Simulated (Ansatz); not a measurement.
Calculated with Ansatz (gas phase, PBE0-D4/def2-TZVP geometries, no zero-point term in ΔE). CCSD(T)/CBS adds triple-zeta CCSD(T) − MP2 to the extrapolated MP2 energy (def2 sets, frozen cores). This one scheme is used for every species. DFT in def2-TZVPP. HSE06 is defined as in plane-wave codes. Each species was taken in one conformer, which may not be the lowest.

Consider the ligand exchange at the Si–Cl bond: `N#C[Si](Cl)(C#N)C#N` + CH₃OH → `CO[Si](C#N)(C#N)C#N` + HCl.

`N#C[Si](Cl)(C#N)C#N`:

Cartesian coordinates in Å:
```
N -0.305 0.397 2.823
C -0.190 0.373 1.678
Si -0.009 0.353 -0.139
Cl -0.054 2.217 -0.873
C -1.366 -0.647 -0.840
N -2.225 -1.268 -1.288
C 1.573 -0.461 -0.549
N 2.574 -0.964 -0.812
```

CH₃OH:

Cartesian coordinates in Å:
```
C 0.138 -0.219 0.244
O -0.549 0.146 -0.931
H 0.128 -1.309 0.295
H -0.346 0.168 1.149
H 1.184 0.112 0.237
H -0.555 1.103 -0.995
```

`CO[Si](C#N)(C#N)C#N`:

```xyz
12

C     0.775   -1.456   -1.123
O    -0.084   -0.323   -1.050
Si   -0.386    0.589    0.228
C    -1.113   -0.373    1.611
N    -1.550   -1.025    2.454
C    -1.562    1.894   -0.266
N    -2.303    2.724   -0.561
C     1.133    1.377    0.892
N     2.116    1.833    1.280
H     1.802   -1.176   -0.878
H     0.435   -2.241   -0.443
H     0.736   -1.824   -2.146
```

HCl:

Cartesian coordinates in Å:
```
Cl 0.200 0.601 0.085
H -0.200 -0.601 -0.085
```

```tsv
level	ΔE (kcal/mol)	difference from CCSD(T)/CBS
r2SCAN-D4	-6.3	0.7
r2SCANh-D4	-6.4	0.6
r2SCAN0-D4	-6.6	0.4
HSE06-D4	-5.1	1.9
CAM-B3LYP-D4	-8.6	-1.6
ωB97X-V	-7.1	-0.1
r2SCAN0	-6.4	0.6
CAM-B3LYP	-8.2	-1.2
RPA@PBE/def2-TZVPP	-7.8	-0.8
MP2/def2-SVP	-5.3	1.7
MP2/def2-TZVPP	-6.5	0.5
HF/def2-QZVPP	-9.8	-2.8
SCS-MP2/def2-QZVPP	-7.0	0.0
HF/CBS(def2)	-9.8	-2.8
MP2/CBS(def2)	-5.9	1.1
CCSD/CBS(def2)	-7.4	-0.4
CCSD(T)/CBS	-7.0	0
```

Largest T1 diagnostic among the species: 0.014.

Leaving LDA and LC-ωPBE aside and taking each functional with its dispersion term where it has one, the values, not all of them listed here, spread over 4.4 kcal/mol, from CAM-B3LYP-D4 to revPBE-D4. LDA lies −2.1 kcal/mol from PBE without D4. In def2-TZVPP, CCSD(T) changes the Hartree–Fock value by +1.8 kcal/mol (the triples alone add +0.4 kcal/mol) and MP2 by +2.9 kcal/mol. From BLYP to BHLYP (50 % exact exchange), in def2-TZVPP and without D4, ΔE moves by −1.9 kcal/mol.
